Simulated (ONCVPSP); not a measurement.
## What one change does to a pseudopotential (boron (B), ONCV)

```json
{"Element": "boron", "Generator": "ONCVPSP 4.0.1", "Type": "optimised norm-conserving Vanderbilt (ONCV)", "Functional": "PW91", "Relativity": "scalar-relativistic", "Frozen core": "[He]", "Valence charge": "3", "Reference configuration": "2s2 2p0.5 (charge +0.5)", "Partial waves": "2s: rc 1.05 bohr, ncon 5, nbas 9, qcut 5.6 1/bohr, local; 2p: rc 3.60 bohr, ncon 4, nbas 8, qcut 3.9 1/bohr, 2 projectors, debl 3.1 Ha; d scattering state at 0.41 Ha: rc 3.55 bohr, ncon 3, nbas 6, qcut 2.3 1/bohr, 2 projectors, debl 3.8 Ha", "Local potential": "the s channel", "Core correction": "Teter function fitted to the true core (icmod 2), fcfact 0.2"}
```

Change: s: ncon 3, nbas 7.

Cutoffs: the cutoffs (Ha) at which the residual kinetic energy of the hardest occupied pseudo-wave falls to 1 and 0.1 mHa per electron; they do not see the model core or the augmentation charge, which bear on the density cutoff. Errors are all-electron minus pseudo energies relative to the spin-unpolarised reference configuration.

How do hardness, ghosts and transferability respond?

The potential gets softer (86 Ha and 191 Ha → 12 Ha and 17 Ha); of the 4 tests that both files solve, the error grows in 1 and shrinks in 0 by more than 15 % and 0.3 meV (median size 34.4 → 35.3 meV); the range in which the s phases agree widens (upper end 2.5 → 3.9); neither file shows a bound ghost.

```tsv
quantity	base	changed
cutoff, loose	86 Ha	12 Ha
cutoff, tight	191 Ha	17 Ha
loose cutoff by channel	s 86 Ha, p 4.9 Ha	s 12 Ha, p 4.9 Ha
bound ghosts	none	none
GHOST(+) flags under 300 eV	p at 85.1 eV, d at 109.1 eV	p at 85.1 eV, d at 109.1 eV
error for 2s2 2p1, meV [ΔE -2.91 eV]	+1.8	+1.7
error for 2s2 2p0, meV [ΔE 5.36 eV]	+67	+67
error for 2s1 2p0, meV [ΔE 30.82 eV]	+297	+297
error for 2s0 2p3, meV [ΔE 8.81 eV]	+1.4	+3.6
s: phases at 1.06 bohr within 0.05 rad from the reference energy up to (Ha; the scan ends near 5)	2.5	3.9
p: phases at 3.65 bohr within 0.05 rad from the reference energy up to (Ha; the scan ends near 5)	-0.2	-0.2
d: phases at 3.61 bohr within 0.05 rad from the reference energy up to (Ha; the scan ends near 5)	0.8	0.8
rms error of d²Exc/dni dnj with the model core, mHa	2.03	2.15
```
